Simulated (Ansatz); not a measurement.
Consider the substitution at a C–O bond: `CO/C(F)=[CH]/[AlH2]` + H–F → `FC(F)=[CH][AlH2]` + CH₃OH.

Program: Ansatz. Geometries: PBE0-D4/def2-TZVP. ΔE: electronic, gas phase. CCSD(T)/CBS is the MP2 limit (def2-TZVPP, def2-QZVPP) plus CCSD(T) − MP2 in def2-TZVPP, frozen cores. This one scheme is used for every species. Functionals use def2-TZVPP. Each species was taken in one conformer, which may not be the lowest.

`CO/C(F)=[CH]/[AlH2]`:

Z-matrix (Å, degrees):
```
C
O 1 1.423
H 1 1.091 2 111.2
H 1 1.091 2 111.2 3 122.4
H 1 1.087 2 105.3 3 -118.8
C 2 1.324 1 119.3 3 -61.2
C 6 1.335 2 125.7 1 179.9
F 6 1.336 2 112.3 1 -0.2
Al 7 1.912 6 125.2 2 179.9
H 7 1.086 6 113.0 2 -0.0
H 9 1.588 7 118.0 6 -180.0
H 9 1.586 7 121.5 6 0.0
```

H–F:

Z-matrix (Å, degrees):
```
F
H 1 0.920
```

`FC(F)=[CH][AlH2]`:

Cartesian coordinates in Å:
```
F 0.785 0.874 -2.327
C 0.226 0.695 -1.150
F -0.548 1.727 -0.902
C 0.408 -0.343 -0.350
Al -0.437 -0.555 1.370
H 1.092 -1.084 -0.754
H -0.104 -1.867 2.192
H -1.423 0.553 1.921
```

CH₃OH:

Cartesian coordinates in Å:
```
C -0.105 0.266 0.212
O 0.669 -0.377 -0.774
H 0.280 1.281 0.310
H -0.027 -0.224 1.191
H -1.165 0.329 -0.064
H 0.348 -1.275 -0.876
```

| species | PBE0-D4 energy (Eh) |
| --- | --- |
| `CO/C(F)=[CH]/[AlH2]` | -535.08166 |
| H–F | -100.39410 |
| `FC(F)=[CH][AlH2]` | -519.82456 |
| CH₃OH | -115.64111 |

Question: Work out ΔE.

Answer: ΔE = (-519.82456) + (-115.64111) − (-535.08166) − (-100.39410) = 0.01009 Eh = +26.5 kJ/mol. CCSD(T)/CBS gives +30.9 kJ/mol.

Largest T1 diagnostic among the species: 0.013.

The D4 term adds +7.3 kJ/mol with B3LYP and +4.2 kJ/mol with PBE0; it sums over pairs of atoms, weighted by their polarisabilities, and B3LYP, whose exchange is more repulsive, gets the larger term. In def2-TZVPP, CCSD(T) changes the Hartree–Fock value by +13.5 kJ/mol (the triples alone add +3.0 kJ/mol) and MP2 by +20.0 kJ/mol.

B3LYP here is the variant with VWN-RPA as its local correlation; programs differ in this.
